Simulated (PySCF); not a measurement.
## Electronic absorption of C3H9FO2Si2

Species: C3H9FO2Si2.
SMILES: `F[SiH2][C@@H]1C[C@@H](O[SiH3])O1`

Computed, not measured: TDDFT CAM-B3LYP/def2-SVPD, vertical, gas phase, core orbitals frozen in the response (PySCF 2.14.0, density-fitted response routines). Isolated species at its GFN2-xTB geometry (one conformer only). Torsions of this conformer, `[F:1][SiH2:2][C@@H:3]1[CH2:4][C@@H:5]([O:6][SiH3:7])[O:8]1`: F1–Si2–C3–C4 -77°, C4–C5–O6–Si7 92°.

Question: List the vertical singlet excitations with oscillator strengths and describe the spectrum.

Answer: 

| state | E (eV) | E (hartree) | f | main configurations (H = HOMO, L = LUMO) |
| --- | --- | --- | --- | --- |
| S1 | 6.50 | 0.2389 | 0.0004 | H→L (80%), H-1→L (10%) |
| S2 | 7.25 | 0.2664 | 0.012 | H-1→L (44%), H→L+1 (17%), H-1→L+1 (11%) |
| S3 | 7.51 | 0.2761 | 0.010 | H→L+1 (51%), H-1→L+1 (19%) |
| S4 | 7.60 | 0.2793 | 0.010 | H-1→L (26%), H-1→L+2 (20%), H→L+2 (13%) |
| S5 | 7.96 | 0.2926 | 0.023 | H→L+2 (33%), H→L+4 (20%), H-1→L+2 (14%) |
| S6 | 8.03 | 0.2951 | 0.016 | H-1→L+1 (45%), H-1→L+2 (18%), H→L+2 (9%) |
| S7 | 8.13 | 0.2987 | 0.0050 | H→L+3 (47%), H→L+4 (19%) |
| S8 | 8.17 | 0.3004 | 0.014 | H-2→L (39%), H-3→L (24%) |

Triplets (Tamm–Dancoff): T1 6.11 eV, H→L (72%), H-1→L (13%); T2 7.01 eV, H-1→L (32%), H-1→L+2 (16%), H-1→L+1 (13%); T3 7.30 eV, H→L+1 (24%), H-1→L+1 (14%), H-1→L+2 (13%).

The lowest singlet lies at 6.50 eV (191 nm, vacuum ultraviolet) and is dark (f under 0.0005); its leading configuration is HOMO→LUMO (80%). The most intense listed level is S5 at 7.96 eV (156 nm, f = 0.023), 1.46 eV above S1. Löwdin shares by element: HOMO oxygen 50%, carbon 14% or more, silicon 7% or more (atoms not listed hold the other 29%); LUMO silicon 31% or more, hydrogen 21% or more, fluorine 10% (atoms not listed hold the other 37%). Orbital energies (eV): HOMO-3 -11.15, HOMO-2 -10.60, HOMO-1 -9.57, HOMO -9.27, LUMO 0.65, LUMO+1 1.09, LUMO+2 1.30. Of the 8 states listed, 6 reach f = 0.01 and 1 stays under 0.0005. Weighted by f, the mean energy of these states is 7.83 eV. The window holds the lowest 8 singlets.

On Arm Neoverse V1, one thread, on a shared host, this took 91 s of wall time and 1.2 GiB of memory at its peak.

Without π bonds the low states are Rydberg-like; a valence basis with one diffuse set may place them up to an eV too high.
